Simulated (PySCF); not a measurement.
NMR data sheet: C₅H₁₀OSi

```
Formula                               : C5H10OSi
SMILES                                : CC(=O)[C@@H]1C[C@@H]1[SiH3]
Point group of the computed structure : C1
Degrees of unsaturation               : 2
Carbon signals                        : 5
Proton signals                        : 6
```

Atoms are numbered as in `[CH3:1][C:2](=[O:3])[C@@H:4]1[CH2:5][C@@H:6]1[SiH3:7]`. Each H is labelled by its parent atom. Ha(C5) is cis to C2 on the ring; Hb(C5) is trans to C2 on the ring.

Method: σ from GIAO-PBE0/pcSseg-1, geometry from GFN2-xTB, in PySCF 2.14 (one computed conformer, no relativistic terms, no solvent, rapidly exchanging positions averaged).

Shifts are taken against calculated references (same method and geometry level): TMS for $^{1}$H (σ = 31.72 ppm) and $^{13}$C (σ = 186.93 ppm) and $^{29}$Si (σ = 349.16 ppm); H2O for $^{17}$O (σ = 336.08 ppm).

```tsv
carbon	δC, type	δH (multiplicity)	HMBC from (2–3 bonds)	span of the C tensor (ppm)
C1	32.8, CH3	2.38 (s)	H(C4)	59
C2	217.3, C	–	H(C1), H(C4), Hb(C5), H(C6), Ha(C5)	208
C4	26.4, CH	1.97 (m)	H(Si7), H(C1), Hb(C5), H(C6), Ha(C5)	92
C5	23.5, CH2	Hb(C5) 1.43 (m); Ha(C5) 0.51 (m)	H(Si7), H(C4), H(C6)	52
C6	8.2, CH	0.56 (m)	H(Si7), H(C4), Hb(C5), Ha(C5)	61
```

Other nuclei:
| atoms | nucleus | environment | δ (ppm) | σ (ppm) |
| --- | --- | --- | --- | --- |
| H(Si7) | $^{1}$H | hydrogen on a silicon bonded to C | 4.12 | 27.60 |
| Si7 | $^{29}$Si | silicon bonded to C, 3 H | -68.9 | 418.0 |
| O3 | $^{17}$O | ketone oxygen | 594.7 | -258.6 |

Carbon types of the structure: 1 × C, 2 × CH, 1 × CH2, 1 × CH3, leaving 3 H on heteroatoms. δC 217.3: ketone carbonyl carbon; the double bond to the heteroatom, with no lone-pair donor beside it, deshields it most. δC 32.8: methyl carbon α to a carbonyl; α to the electron-withdrawing carbonyl group. δC 26.4, 23.5, 8.2: three-membered-ring carbon; carbons of three-membered rings are unusually shielded. δH 2.38: hydrogen on a methyl carbon α to a carbonyl; α to C=O. δH 1.97, 1.43, 0.56, 0.51: hydrogen on a three-membered-ring carbon.

Shifts are as computed. Against solution values, carbons near 30 ppm lie about +3 ppm off and those near 130 ppm about +5 ppm. Of 1309 compounds with measured shifts, 239 miss one by over three times the rms of a fit or turn the order of signals round; such compounds aren't used in these exercises. Unscaled 17O shifts of doubly bonded oxygen tend to come out too high, by tens of ppm or more. Experimental scales use liquid or dissolved standards, which lie at an offset from isolated H2O (liquid H2O: subtract about 36 ppm). No couplings were computed; multiplicities are counted from neighbouring protons, with m where these are inequivalent, close in shift, in a saturated or five-membered ring or joined by F or P, and br s for small geminal =CH2 splittings.
